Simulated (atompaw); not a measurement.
**phosphorus (P): PAW (atompaw) pseudisation with PBE, scalar-relativistic reference atom.**

atompaw 4.2.0.5 input, output lines left out:

```
P 15
GGA-PBE scalarrelativistic loggrid 1500 logderivrange -3 5 201
3 3 0 0 0 0
3 0 1
3 1 4
0 0 0
c
c
v
c
v
2
1.80 1.75 1.50 1.35
y
-0.2
n
y
3.75
n
y
0.05
y
1.55
n
custom rrkj gramschmidtortho sinc
bessel
1.80
1.80
1.80
1.80
1.80
1.80
```

All-electron outer shells of the reference configuration (PBE, scalar-relativistic, ld1.x):

```
shell  level (eV)  outermost node (bohr)  outermost maximum (bohr)
   2s     -175.53                   0.14                      0.42
   2p     -126.02                      –                      0.36
   3s      -14.68                   0.65                      1.58
   3p       -6.07                   0.64                      1.81
```

Task: Estimate the cutoffs (Ry, on a coarse ladder) from which the occupation-weighted sum of valence levels, in a spherical-Bessel basis at the reference potential, stays within 10 and 1 mRy of its value at 400 Ry.

Result: 15 Ry and 21 Ry.

Task: What does a ghost test show?

Result: No extra level below or beside the all-electron valence levels (s, p, d, f tested).

Task: Is the overlap operator S = 1 + Σ q|β⟩⟨β| positive definite (Bessel basis up to 400 Ry)?

Result: Yes: its lowest eigenvalue is 0.45 (s channel).

Task: Which valence shell sets the plane-wave cutoff?

Result: 3p: its level needs 18 Ry to come within 1 mRy, against 6 Ry for 3s.
